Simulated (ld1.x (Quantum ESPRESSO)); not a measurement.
ruthenium (Ru): excitation energies, all-electron against TM semilocal

* Element: ruthenium
* Generator: ld1.x (Quantum ESPRESSO) 7.5
* Type: norm-conserving Troullier–Martins (semilocal form)
* Functional: LDA (PZ)
* Relativity: scalar-relativistic
* Frozen core: [Ar] 3d10
* Valence charge: 16
* Reference configuration: 4s2 4p6 4d8 5s0 5p0
* Partial waves: 4s (bound): rc 0.90 bohr; 4p (bound): rc 1.10 bohr; 4d (bound): rc 1.45 bohr
* Local potential: the d channel
* Core correction: a·sin(br)/r model core inside 0.55 bohr

Energies are relative to the spin-unpolarised reference configuration 4s2 4p6 4d8 5s0 5p0; without spin polarisation the order of configurations can differ from experiment. Spin-polarised rows fill each open shell by Hund’s rule, majority spin first.

| valence configuration | charge | ΔE all-electron (eV) | error AE − PS (meV) |
| --- | --- | --- | --- |
| 4s2 4p6 4d7 5s0 5p0 | +1 | 7.881 | +0.5 |
| 4s2 4p6 4d6 5s0 5p0 | +2 | 26.318 | +1.2 |
| 4s2 4p6 4d6 5s1 5p0 | +1 | 10.590 | +127 |
| 4s2 4p6 4d7.5 5s0.5 5p0 | 0 | -0.014 | +36 |
| 4s2 4p6 4d5 5s0 5p0 | +3 | 57.167 | +5.5 |
| 4s2 4p6 4d7 5s0.5 5p0 | +0.5 | 3.283 | +46 |
| 4s2 4p6 4d8 5s0 5p0 (spin-polarised) | 0 | -0.492 | +8.6 |
| 4s2 4p6 4d7 5s1 5p0 (spin-polarised) | 0 | -1.382 | +106 |

(1) What are ΔE and the potential's error for 4s2 4p6 4d7 5s1 5p0?

Answers

(1) ΔE = 0.267 eV all-electron; the error (AE − PS) is +80 meV.
